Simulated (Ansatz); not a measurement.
H$_{5}$NOSSi$_{2}$, 10 atoms. Charge 0, multiplicity 1. All runs use 4 threads of an Intel Xeon 6975P-C on a shared host. Correlated methods freeze the cores.

Task: How many basis functions does each run have, and how long does it take in Ansatz? RKS PBE0-D4/def2-QZVPP energy; RKS r2SCANh-D4/def2-TZVPP energy; RKS PBE0-D4/def2-SVP energy; RHF-CCSD(T)/def2-SVP energy; RKS B3LYP-D4/def2-TZVPP energy and forces; RKS PBE0-D4/def2-TZVP frequencies; RHF-CCSD(T)/def2-TZVPP energy; RKS ωB97M-V/def2-SVP energy; RKS PBE0-D4/def2-TZVP relaxation (8 steps); RHF-MP2/def2-QZVPP energy; RKS LC-ωPBE/def2-TZVPP energy; direct RPA on PBE orbitals/def2-TZVPP energy. (Best estimate.)

Result: The calculation gave: Other jobs shared the machine, so times are rough.

| level | job | functions | wall time | peak host memory (GiB) |
| --- | --- | --- | --- | --- |
| RKS PBE0-D4/def2-SVP | energy | 107 | 0.65 s | 0.46 |
| RKS LC-ωPBE/def2-TZVPP | energy | 258 | 1.6 s | 0.57 |
| RHF-CCSD(T)/def2-SVP | energy | 107 | 2 s | 0.46 |
| RKS ωB97M-V/def2-SVP | energy | 107 | 2.2 s | 0.46 |
| direct RPA on PBE orbitals/def2-TZVPP | energy | 258 | 2.6 s | 0.71 |
| RKS r2SCANh-D4/def2-TZVPP | energy | 258 | 2.9 s | 0.78 |
| RKS B3LYP-D4/def2-TZVPP | energy and forces | 258 | 2.9 s | 0.84 |
| RKS PBE0-D4/def2-QZVPP | energy | 474 | 5 s | 2 |
| RHF-MP2/def2-QZVPP | energy | 474 | 12 s | 2.9 |
| RKS PBE0-D4/def2-TZVP | relaxation (8 steps) | 203 | 16 s | 0.61 |
| RHF-CCSD(T)/def2-TZVPP | energy | 258 | 34 s | 6 |
| RKS PBE0-D4/def2-TZVP | frequencies | 203 | 75 s | 0.63 |

B3LYP here is the variant with VWN-RPA as its local correlation; programs differ in this. LC-ωPBE has ω = 0.4 bohr⁻¹.
